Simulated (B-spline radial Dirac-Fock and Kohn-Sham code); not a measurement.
# Elastic and transport cross sections of rubidium for positrons

Level of theory: relativistic (Dirac) partial waves in the static field of the Dirac-Fock atom, without polarisation or absorption potentials; a radial atomic solver. Below a few hundred eV the neglected polarisation potential matters, most of all at small angles. σ_tr1 and σ_tr2 weight the cross section with 1 − P₁ and 1 − P₂ of cos θ; "backward" is the share scattered beyond 90°.

```
energy (eV)  σ (a₀²)  σ_tr1 (a₀²)  σ_tr2 (a₀²)  σ/σ_tr1  backward (%)
        141     21.0         3.16         5.60     6.63           4.0
        186     18.6         2.54         4.58     7.32           3.5
        222     17.2         2.19         4.00     7.83           3.2
        241     16.5         2.04         3.75     8.10           3.0
        292        ?            ?            ?        ?             ?
        561     11.0        0.947         1.82     11.7           1.9
        576     10.9        0.924         1.78     11.8           1.9
        751     9.49        0.717         1.39     13.2           1.7
       1230     7.26        0.443        0.872     16.4           1.3
       1310     7.00        0.416        0.820     16.8           1.3
       1530     6.41        0.355        0.706     18.1           1.1
       2250     5.11        0.236        0.480     21.7          0.89
      10100     1.95       0.0361       0.0820     53.9          0.25
      12300     1.70       0.0274       0.0630     62.0          0.21
      16100     1.40       0.0185       0.0433     75.5          0.16
     132000    0.304     0.000646      0.00169      471         0.013
```

Question: Fill in the row for 292 eV.

Answer: σ = 15.1 a₀², σ_tr1 = 1.73 a₀², σ_tr2 = 3.21 a₀², σ/σ_tr1 = 8.77, backward 2.7 %. The ratio σ/σ_tr1 is roughly the number of elastic collisions that randomise the direction.

Values without a named source are computed, but for edge energies of neutral atoms, which are taken from tables.
